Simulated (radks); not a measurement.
Species: the osmium ion Os4+. Configuration: [Xe] 4f14 5d3 6s1 (not the ground configuration). Calculated with a radial shooting solver on a logarithmic mesh with Libxc functionals: Dirac Kohn-Sham, BP86, spin-unpolarised, spherical densities, point nucleus; open shells fill j = l - 1/2 first.

Normalised radial functions P(r) = r R(r) (large component), r in bohr:

r,4f7/2,5d5/2
0.00185,0.0000,0.0000
0.002487,0.0000,0.0001
0.003344,0.0000,0.0001
0.004496,0.0000,0.0003
0.005996,0.0000,0.0007
0.008062,0.0000,0.0016
0.01084,0.0001,0.0036
0.01457,0.0004,0.0079
0.01959,0.0011,0.0166
0.02634,0.0032,0.0338
0.03541,0.0088,0.0649
0.04723,0.0225,0.1140
0.06351,0.0561,0.1840
0.08538,0.1295,0.2573
0.1148,0.2722,0.2886
0.1543,0.5105,0.2115
0.2075,0.8347,-0.0089
0.279,1.1630,-0.2925
0.3721,1.3516,-0.4343
0.5003,1.3022,-0.2673
0.6726,1.0304,0.1780
0.9043,0.6656,0.6552
1.216,0.3420,0.8989
1.635,0.1328,0.8137
2.198,0.0360,0.5187
2.931,0.0064,0.2286
3.941,0.0005,0.0589
5.298,0.0000,0.0078
7.123,0.0000,0.0004

4f7/2: eigenvalue -100.48 eV, 0 radial nodes, <r> = 0.558 bohr, 90 % of the charge inside 0.911 bohr. 5d5/2 (empty): eigenvalue -50.295 eV, 2 radial nodes at r = 0.206, 0.605 bohr, <r> = 1.53 bohr, 90 % of the charge inside 2.28 bohr.
